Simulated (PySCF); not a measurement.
A structure optimised at B3LYP-D3(BJ)/def2-SVP, used in a PySCF frequency run:

```xyz
8

Al    -1.2549     0.4598    -0.3758
Ge     0.7899    -0.6779     0.4090
H      1.0344    -2.0034    -0.3544
H      2.0629     0.1817     0.2438
H      0.6917    -1.0631     1.9061
H     -2.7189    -0.1518    -0.3070
O     -1.0377     2.0204    -1.0380
H     -1.7309     2.5895    -1.3865
```

Problem. Write its SMILES and formula.

Solution. [OH][AlH][GeH3], AlGeH5O

Problem. What are its rotational constants (standard atomic weights)?

Solution. 17.898, 2.0130, 1.8503 GHz
